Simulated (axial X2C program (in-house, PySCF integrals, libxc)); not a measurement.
**Potential curves of TcN⁺, two-component**

Calculated with an in-house relativistic program for diatomic molecules. Two-component (2c) means X2C with spin–orbit coupling and atomic mean-field two-electron Coulomb and Gaunt terms. Basis: Tc dyall-cv3z [12s12p8d5f3g], N dyall-av3z [7s7p3d2f] (cores contracted in-house); Gaussian nuclei, density fitting, unrestricted open shells. Masses: Tc 98.907 u, N 14.003 u.

State: Ω = 3/2 (⟨Sz⟩ = 1.50, ⟨Lz⟩ = 0.00 at BHandHLYP). Energies in cm⁻¹ from the fragments at the same level (Tc+ + N). Fits are polynomials in 1 − R0/R over 0.85 to 1.23 times the lowest point R0.

| R (Å) | BHandHLYP | PBE0 |
| --- | --- | --- |
| 1.4524 | -15806 | -24729 |
| 1.5002 | -18823 | -28046 |
| 1.5481 | -20338 | -29713 |
| 1.5960 | -20840 | -30127 |
| 1.6519 | -20712 | -29510 |
| 1.7077 | -20206 | -28198 |
| 1.7795 | -19257 | -26089 |

The state is one determinant whose occupation by symmetry is held fixed; it was picked as the lowest of a PBE0 search that is not exhaustive. De is counted from the lowest determinant-based energies of the atoms at the same level, without counterpoise correction. Density functionals use the spin component along the axis (collinear). With several unpaired electrons one determinant need not be a pure state. This is the top spin component of a Σ state; components of lower Ω are not single determinants and can lie lower. The determinant is spin-polarised beyond a pure state at some levels (its spin-free form has ⟨S²⟩ too high), which makes Re and μ there less reliable.

(1) What are Re, ωe and De at the BHandHLYP level?

(2) What are Re, ωe and De at the PBE0 level?

## Answers

(1) At BHandHLYP, 2c: Re = 1.610 Å, ωe ≈ 756 cm⁻¹, De = 2.59 eV to Tc+ + N; Be follows as 0.53 cm⁻¹.

(2) At PBE0, 2c: Re = 1.591 Å, ωe ≈ 1050 cm⁻¹, De = 3.74 eV to Tc+ + N; Be follows as 0.543 cm⁻¹.
